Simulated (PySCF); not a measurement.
C₂H₇ClInNO (SMILES CC[O][In]([NH2])[Cl]), singlet, geometry from GFN2-xTB (such geometries of metal compounds can be far from the true shape) (all electrons, no relativity), with bond 9-5 at 2.4 times its length; CASSCF(2,4)/STO-3G (PySCF).

The PySCF input:
```python
from pyscf import gto, scf, mcscf
import numpy

mol = gto.M(
    atom='''
In   -0.14339120    0.53238296    0.13047434
Cl    1.83838091    0.02335389    1.19919179
O    -1.32083082   -0.98505475   -0.45070962
C    -0.82846459   -2.28164652   -0.62439770
C     0.16262085   -2.38739780   -1.77751691
H    -0.36111401   -2.66051278    0.29735656
H    -1.70858097   -2.90538789   -0.83504065
H     1.04844443   -1.78542350   -1.54804946
H     0.88061896   -4.87098404   -2.13762285
H    -0.29066084   -2.00562438   -2.69054431
N    -0.87916957    2.40990178   -0.29826481
H    -0.78663594    3.01155398    0.51608380
H    -1.87365010    2.30923038   -0.48672924
''',
    basis='sto-3g',
    verbose=4,
)

mf = scf.RHF(mol)
mf.kernel()
mc = mcscf.CASSCF(mf, 4, 2)
mc.fix_spin_(ss=0.0)
mc = mc.newton()
mc.kernel()
occ = numpy.linalg.eigvalsh(mc.fcisolver.make_rdm1(mc.ci, mc.ncas, mc.nelecas))[::-1]
ss = mc.fcisolver.spin_square(mc.ci, mc.ncas, mc.nelecas)[0]
print('natural occupations', occ.round(4), ' <S^2>', round(ss, 4))
```

Predict the main parts of the log of this PySCF run.


```
PySCF version 2.14.0

[INPUT] verbose = 4
[INPUT] num. atoms = 13
[INPUT] num. electrons = 100
[INPUT] charge = 0
[INPUT] spin (= nelec alpha-beta = 2S) = 0
[INPUT] symmetry False subgroup None
[INPUT] Mole.unit = angstrom
[INPUT] Symbol           X                Y                Z      unit          X                Y                Z       unit  Magmom
[INPUT]  1 In    -0.143391200000   0.532382960000   0.130474340000 AA   -0.270970096673   1.006057987785   0.246560768883 Bohr   0.0
[INPUT]  2 Cl     1.838380910000   0.023353890000   1.199191790000 AA    3.474036432529   0.044132456043   2.266144053927 Bohr   0.0
[INPUT]  3 O     -1.320830820000  -0.985054750000  -0.450709620000 AA   -2.496008506685  -1.861483695202  -0.851717743507 Bohr   0.0
[INPUT]  4 C     -0.828464590000  -2.281646520000  -0.624397700000 AA   -1.565571179000  -4.311687035867  -1.179940645808 Bohr   0.0
[INPUT]  5 C      0.162620850000  -2.387397800000  -1.777516910000 AA    0.307308868644  -4.511527992389  -3.359020141683 Bohr   0.0
[INPUT]  6 H     -0.361114010000  -2.660512780000   0.297356560000 AA   -0.682406578643  -5.027640505105   0.561922459743 Bohr   0.0
[INPUT]  7 H     -1.708580970000  -2.905387890000  -0.835040650000 AA   -3.228750094944  -5.490387397728  -1.577998131379 Bohr   0.0
[INPUT]  8 H      1.048444430000  -1.785423500000  -1.548049460000 AA    1.981272829526  -3.373961431362  -2.925389506681 Bohr   0.0
[INPUT]  9 H      0.880618960000  -4.870984040000  -2.137622850000 AA    1.664128654499  -9.204825792727  -4.039521744112 Bohr   0.0
[INPUT] 10 H     -0.290660840000  -2.005624380000  -2.690544310000 AA   -0.549269382736  -3.790080786951  -5.084391871907 Bohr   0.0
[INPUT] 11 N     -0.879169570000   2.409901780000  -0.298264810000 AA   -1.661389704352   4.554054351302  -0.563638803495 Bohr   0.0
[INPUT] 12 H     -0.786635940000   3.011553980000   0.516083800000 AA   -1.486526486340   5.691012231544   0.975257039325 Bohr   0.0
[INPUT] 13 H     -1.873650100000   2.309230380000  -0.486729240000 AA   -3.540685542264   4.363812976725  -0.919784960418 Bohr   0.0

nuclear repulsion = 714.932559694489
number of shells = 35
number of NR pGTOs = 189
number of NR cGTOs = 63
basis = sto-3g
ecp = {}

******** <class 'pyscf.scf.hf.RHF'> ********
method = RHF
initial guess = minao
damping factor = 0
level_shift factor = 0
DIIS = <class 'pyscf.scf.diis.CDIIS'>
diis_start_cycle = 1
diis_space = 8
diis_damp = 0
SCF conv_tol = 1e-09
SCF conv_tol_grad = None
SCF max_cycles = 50
direct_scf = True
direct_scf_tol = 1e-13
Set gradient conv threshold to 3.16228e-05
Initial guess from minao.
init E= -6328.1887672357
  HOMO = -0.32928304820477  LUMO = -0.283628537195159  gap/eV = 1.24232
cycle= 1 E= -6342.80513647353  delta_E= -14.6  |g|= 1.06  |ddm|=  4.6
  HOMO = 0.00608696245034401  LUMO = 0.0358333178555296  gap/eV = 0.80944
cycle= 2 E= -6342.03220320235  delta_E= 0.773  |g|= 1.68  |ddm|= 4.62
  HOMO = -0.173361729859526  LUMO = -0.053335917603067  gap/eV = 3.26607
cycle= 3 E= -6343.60082095851  delta_E= -1.57  |g|= 0.397  |ddm|= 3.08
  HOMO = -0.13641655604977  LUMO = 0.0977779877896099  gap/eV = 6.37276
cycle= 4 E= -6343.6390143085  delta_E= -0.0382  |g|= 0.284  |ddm|= 1.04
  HOMO = -0.153732677363315  LUMO = 0.0977691033397979  gap/eV = 6.84371
cycle= 5 E= -6343.68136499478  delta_E= -0.0424  |g|= 0.11  |ddm|= 0.483
  HOMO = -0.196364472462683  LUMO = 0.0934197320208073  gap/eV = 7.88543
cycle= 6 E= -6343.68688609198  delta_E= -0.00552  |g|= 0.0533  |ddm|= 0.199
  HOMO = -0.203457323282593  LUMO = 0.0855753768551702  gap/eV = 7.86498
cycle= 7 E= -6343.68863271074  delta_E= -0.00175  |g|= 0.0251  |ddm|= 0.113
  HOMO = -0.200992991593111  LUMO = 0.0887376843738559  gap/eV = 7.88397
cycle= 8 E= -6343.68900155952  delta_E= -0.000369  |g|= 0.00521  |ddm|= 0.0631
  HOMO = -0.201324588486592  LUMO = 0.0907460097313377  gap/eV = 7.94765
cycle= 9 E= -6343.68902187545  delta_E= -2.03e-05  |g|= 0.000712  |ddm|= 0.0168
  HOMO = -0.201148454996712  LUMO = 0.090471998502577  gap/eV = 7.93540
cycle= 10 E= -6343.6890224635  delta_E= -5.88e-07  |g|= 0.000159  |ddm|= 0.00303
  HOMO = -0.201191636928028  LUMO = 0.090501069500414  gap/eV = 7.93736
cycle= 11 E= -6343.68902249382  delta_E= -3.03e-08  |g|= 4.43e-05  |ddm|= 0.000696
  HOMO = -0.201190170504987  LUMO = 0.0905002521642936  gap/eV = 7.93730
cycle= 12 E= -6343.68902249598  delta_E= -2.17e-09  |g|= 1.56e-05  |ddm|= 0.000182
  HOMO = -0.201193631554205  LUMO = 0.090498188968214  gap/eV = 7.93734
cycle= 13 E= -6343.68902249617  delta_E= -1.84e-10  |g|= 4.11e-06  |ddm|= 5.22e-05
  HOMO = -0.201194192560361  LUMO = 0.0904975863753974  gap/eV = 7.93734
Extra cycle  E= -6343.6890224962  delta_E= -3.55e-11  |g|= 2.68e-06  |ddm|= 1.24e-05
converged SCF energy = -6343.6890224962

******** <class 'pyscf.mcscf.newton_casscf.CASSCF'> ********
CAS (1e+1e, 4o), ncore = 49, nvir = 10
max_cycle_macro = 50
max_cycle_micro = 10
conv_tol = 1e-07
conv_tol_grad = None
orbital rotation max_stepsize = 0.03
augmented hessian ah_max_cycle = 30
augmented hessian ah_conv_tol = 1e-12
augmented hessian ah_linear dependence = 1e-14
augmented hessian ah_level shift = 1e-08
augmented hessian ah_start_tol = 500
augmented hessian ah_start_cycle = 3
augmented hessian ah_grad_trust_region = 3
kf_trust_region = 3
kf_interval = 5
natorb = False
canonicalization = True
internal_rotation = False
******** <class 'pyscf.fci.addons.SpinPenaltyFCISolver'> ********
max. cycles = 50
conv_tol = 1e-08
davidson only = True
linear dependence = 1e-12
level shift = 0.001
max iter space = 12
nroots = 1
pspace_size = 400
spin = None

WARN: SO-CASSCF (Second order CASSCF) is an experimental feature. Its performance is bad for large systems.

CASCI E = -6343.85237977823  dE = -6343.8524  S^2 = 0.0000000
Set conv_tol_grad to 0.000316228
macro 1 (23 JK  17 micro), CASSCF E = -6343.86946209494  dE = -0.01708  |grad|=0.021  S^2 = 0.0000000
macro 2 (15 JK  8 micro), CASSCF E = -6343.86991691226  dE = -0.0004548  |grad|=4.1e-05  S^2 = 0.0000000
macro 3 (7 JK  3 micro), CASSCF E = -6343.86991715943  dE = -2.472e-07  |grad|=9.71e-05  S^2 = 0.0000000
macro 4 (1 JK  0 micro), CASSCF E = -6343.86991715943  dE = 0  |grad|=2.75e-05  S^2 = 0.0000000
newton CASSCF converged in 4 macro (12 KF 34 Hx) steps
CASSCF canonicalization
Density matrix diagonal elements [1.30103787e+00 6.94654001e-01 1.46201103e-04 4.16192852e-03]
CASSCF energy = -6343.86991715943
CASCI E = -6343.86991715943  E(CI) = -1.08981354124444  S^2 = 0.0000000
natural occupations [1.3017 0.6983 0.     0.    ]  <S^2> 0.0
```
